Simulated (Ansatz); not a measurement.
Spectroscopic constants of BOs, multiplicity 4 (lowest of 2S+1 = 2, 4, 6 at CCSD(T)/def2-TZVPP on PBE0 minima; our sources give no spin for the ground state, which may be another). No spin–orbit coupling. The T1 diagnostic near the minimum is 0.060, so single-reference values are doubtful.

Seven points along R, fitted to fifth degree in 1/R; most abundant isotopes. In def2 and cc sets the state is the lowest found near the PBE0 minimum, followed along R.

Run with Ansatz (a program for electronic structure).  In def2 rows elements past Kr take small-core potentials, without spin–orbit coupling.

**Question.** What bond length and harmonic frequency does r2SCAN/def2-TZVPP give?

**Answer.** r_e = 1.786 Å, ω_e = 860 cm⁻¹.

**Question.** What bond length and harmonic frequency does B3LYP/def2-TZVPP give?

**Answer.** r_e = 1.776 Å, ω_e = 931 cm⁻¹.

**Question.** What bond length and harmonic frequency does CAM-B3LYP/def2-TZVPP give?

**Answer.** r_e = 1.762 Å, ω_e = 956 cm⁻¹.
